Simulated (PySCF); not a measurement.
A small calculation by hand: oscillator strength and radiative lifetime

FHOPb, SMILES [OH][Pb][F] (connectivity only; charge and spin as stated), neutral, multiplicity 1.

The structure is a stationary point at B3LYP-D3(BJ)/def2-TZVP. The def2 effective core potentials stand for the cores of Pb; spin–orbit coupling is left out. Other conformers were not sampled.

TDA-M06-2X/def2-SVPD (PySCF) puts the first singlet state with f over 0.02 at 4.86 eV (vertical), with the transition dipole (0.000, 0.000, -0.633) in atomic units.

### Question
Find the oscillator strength, the wavelength and the radiative lifetime that this transition would have in vacuum if emission retraced absorption.

### Answer

|μ|² = 0.4007 au, so |μ| = 1.61 D. ΔE = 4.86/27.211 = 0.1786 hartree. f = (2/3) ΔE |μ|² = 0.048 (the program prints 0.048).
λ = 1239.84/4.86 = 255 nm; ν = 39199 cm⁻¹.
Einstein's coefficient A = 0.6670 ν² f s⁻¹ (ν in cm⁻¹) = 4.9e7 s⁻¹, so τ = 1/A = 20 ns. This state is S1. The figure is the radiative limit of this one transition; relaxation, internal conversion, crossing to triplets and a medium change what is measured.
